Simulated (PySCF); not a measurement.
From one molecule to another.

First species: C5H9NOSi.
Numbering: `[CH:1]#[C:2][CH2:3][NH:4][C:5](=[O:6])[CH2:7][SiH3:8]` (hydrogens: H9 on C1; H10, H11 on C3; H12 on N4; H13, H14 on C7; H15, H16, H17 on Si8)

Second species: CH4OSSi.
SMILES: `C([SiH2]S)=O`

Levels: B3LYP/def2-SVPD for dipole moment, HOMO energy, LUMO energy, HOMO–LUMO gap, static isotropic polarisability and electronic spatial extent ⟨r²⟩ about the centre of nuclear charge; TDDFT B3LYP/def2-SVPD for lowest singlet excitation; TDA B3LYP/def2-SVPD for lowest triplet excitation (Tamm–Dancoff); GFN2-xTB for rotational constant A and rotational constant C. Geometries: GFN2-xTB. Each structure is a single optimised conformer of the isolated species, non-relativistic unless stated; the electronic structure was computed with PySCF and density fitting.

Dipoles, sizes and rotational constants follow the conformer. The torsions of the flexible species, by atom-mapped SMILES:
- `[CH:1]#[C:2][CH2:3][NH:4][C:5](=[O:6])[CH2:7][SiH3:8]`: C2–C3–N4–C5 -120°, C3–N4–C5–O6 -4°, N4–C5–C7–Si8 87°
- `[O:1]=[CH:2][SiH2:3][SH:4]`: O1–C2–Si3–S4 0°, H–S4–Si3–C2 0°

Problem. Which of the two has the higher HOMO energy, and by how much?

Solution. The first: -7.22 eV against -7.28 eV, a difference of 0.06 eV.

Problem. Which has the higher HOMO–LUMO gap?

Solution. The first: 7.04 eV against 5.03 eV, a difference of 2.01 eV.

Problem. Which has the higher ⟨r²⟩?

Solution. The first: 1672 bohr² against 529 bohr², a difference of 1143 bohr².

Problem. Which has the higher rotational constant A?

Solution. The second: 7.073 GHz against 4.195 GHz, a difference of 2.878 GHz.

Problem. Which of the two has the higher dipole moment, and by how much?

Solution. The first: 3.38 D against 2.56 D, a difference of 0.82 D.

Problem. Which has the higher rotational constant C?

Solution. The second: 2.262 GHz against 0.686 GHz, a difference of 1.576 GHz.

Problem. Which of the two has the higher T1 energy, and by how much?

Solution. The first: 5.22 eV against 2.70 eV, a difference of 2.52 eV.

Problem. Which of the two has the higher S1 energy, and by how much?

Solution. The first: 5.67 eV against 3.37 eV, a difference of 2.30 eV.

On the first: No computed singlet falls in the visible range (750 to 380 nm, 1.65 to 3.26 eV); S1 lies 2.41 eV above its blue end. In wavenumbers S1 is 45700 cm⁻¹ (1 eV = 8065.54 cm⁻¹).

On the second: The principal polarisabilities are 51.2, 66.1 and 73.9 au; their mean is the isotropic value. The dipole equals about 8.5 × 10⁻³⁰ C·m (1 D = 3.33564 × 10⁻³⁰ C·m).
